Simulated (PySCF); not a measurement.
Telling isomers of C$_{3}$H$_{10}$Si$_{2}$ apart by NMR

- geometry from GFN2-xTB
- GIAO PBE0/pcSseg-1 shieldings
- code: PySCF
- no solvent, averaged over atoms made equivalent by symmetry, fast rotation or ring inversion, no relativistic terms, one computed conformer

References, each an isolated molecule treated in the same way: TMS for 1H (σref 31.72), 13C (σref 186.93). Where no couplings were computed, multiplicities follow the n + 1 count of equivalent neighbours, and m marks all less simple cases (inequivalent or close neighbours, rings, F or P nearby). Shifts are as computed. Against solution values, carbons near 30 ppm lie about +3 ppm off and those near 130 ppm about +5 ppm. Of 1211 compounds with measured shifts, 218 miss one by over three times the rms of a fit or turn the order of signals round; such compounds aren't used in these exercises.

(1) Tabulate the signals of `C[SiH2]/C=C/[SiH3]`, `[SiH3]/C=C/C[SiH3]` and their relative energies.

(2) What is the quickest way to tell C[SiH2]/C=C/[SiH3] from [SiH3]/C=C/C[SiH3]?

Answers

(1) 
| SMILES | carbon types | δC | δH | E rel. (kcal/mol) |
| --- | --- | --- | --- | --- |
| C[SiH2]/C=C/[SiH3] | 2×CH 1×CH3 | 160.8, 152.1, -5.2 | 7.20 (m, 1H), 7.02 (m, 1H), 4.40 (m, 2H), 4.17 (d, 3H), 0.20 (t, 3H) | 0.0 |
| [SiH3]/C=C/C[SiH3] | 2×CH 1×CH2 | 157.7, 124.5, 24.7 | 6.55 (m, 1H), 5.83 (m, 1H), 4.16 (d, 3H), 3.85 (t, 3H), 1.94 (m, 2H) | 6.3 |

Energies are electronic energies at PBE0/pcSseg-1 on these geometries, without zero-point or thermal terms, each for the one conformer computed, which needn't be the lowest.

(2) Both give the same number of carbon signals, but DEPT or the intensities differ. The first has a methyl carbon bonded to Si (CH3) at -5.2 ppm, the second an allylic sp3 CH2 bonded to Si at 24.7 ppm. Their most deshielded carbons lie at 160.8 and 157.7 ppm. In the proton spectra the most deshielded non-exchanging signals are 7.20 (m, 1H) and 6.55 (m, 1H).
